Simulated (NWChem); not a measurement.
C₂H₉AlN cation, singlet

```xyz
13

Al     0.1735    -0.0012    -0.0047
C      0.7838    -1.8242    -0.0049
H      0.5176    -2.3431     0.9324
H      1.8798    -1.8738    -0.1029
H      0.3515    -2.4125    -0.8321
C      0.7933     1.8188    -0.0056
H      0.3419     2.4197    -0.8131
H      1.8865     1.8626    -0.1329
H      0.5574     2.3284     0.9450
N     -1.8552     0.0064     0.0072
H     -2.2477     0.0901    -0.9389
H     -2.2545     0.7922     0.5334
H     -2.2653    -0.8495     0.3979
```
Atoms are numbered in this order, from 1.

Low-valent species are run as closed-shell singlets; no triplet was tried in these runs. Geometry: optimised at PBE0/def2-SVP. B3LYP is NWChem's, with the RPA form of VWN correlation.

Task: Give the principal values of the shielding tensors (ppm) of Al1, C2, C6, N10 from B3LYP/6-31G* (spherical d), GIAO (NWChem), with their diamagnetic and paramagnetic parts as GIAO splits them.

Result: 
```
atom    σ11    σ22    σ33  isotropic  diamagnetic  paramagnetic
----  -----  -----  -----  ---------  -----------  ------------
Al1   122.8  350.0  592.9      355.2        796.7        -441.5
C2    183.5  197.0  205.1      195.2        249.1         -53.9
C6    183.7  197.2  205.3      195.4        249.1         -53.7
N10   228.3  232.5  241.6      234.1        321.3         -87.2
```
